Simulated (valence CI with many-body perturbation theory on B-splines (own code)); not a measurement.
**As⁺: what the settings do**

Calculated by relativistic CI+MBPT: four valence electrons over a frozen Dirac-Fock core [Ar] 3d10, radial functions for each j: 6 s, 6 p, 5 d, 3 f, 1 g, with the one-electron correlation potential Σ1 (screened to all orders), the two-electron term Σ2, the three-electron term Σ3, Breit, model QED; selected single and double excitations, second order for the rest (own B-spline code, finite nucleus).

Set against measurement, 16 paired levels are off by 248 cm⁻¹ on average, the worst by 476. These come from a selection out of the NIST Handbook of Basic Atomic Spectroscopic Data. Levels without a partner in it may be off by more.

The reference run has the lowest level 4s2.4p2 3P_0 and an ionisation energy of 18.5367 eV. Its largest variational space holds 10000 state functions.

Changed runs:
A. highest l in the core sums 6 → 7
B. factor on the speed of light 1 → 100; QED terms on → off
C. scale of Σ1 1 → 0.9
D. closed core [Ar] 3d10 → [Ar] 3d10 4s1 (bad on purpose)

Excitation energies of the reference run in cm⁻¹, and shifts in cm⁻¹:

| Level | Reference | A | C |
| --- | --- | --- | --- |
| 4s2.4p2 3P_1 | 1054 | -0.5 | -8.7 |
| 4s2.4p2 3P_2 | 2526 | -0.9 | -18 |
| 4s2.4p2 1D_2 | 10146 | -0.2 | -33 |
| 4s2.4p2 1S_0 | 22670 | +0.4 | -58 |
| 4s.4p3 5S°_2 | 54341 | -12 | -187 |
| 4s.4p3 3D°_1 | 73363 | -13 | -239 |
| 4s.4p3 3D°_2 | 73478 | -13 | -239 |
| 4s.4p3 3D°_3 | 73858 | -13 | -242 |
| 4s2.4p.5s 3P°_0 | 78529 | -20 | -281 |
| 4s2.4p.5s 3P°_1 | 78933 | -20 | -282 |
| 4s2.4p.5s 3P°_2 | 81297 | -21 | -300 |
| 4s2.4p.5s 1P°_1 | 82630 | -21 | -299 |
| Ionisation energy (eV) | 18.5367 | -0.0033 | -0.0430 |

Run B ends with another lowest level, 4s2.4p2 3P_1, and an ionisation energy of 18.5509 eV.

Run D: It gave no result: the perturbation theory needs a core of closed shells. The program said: "the core must hold closed shells only".
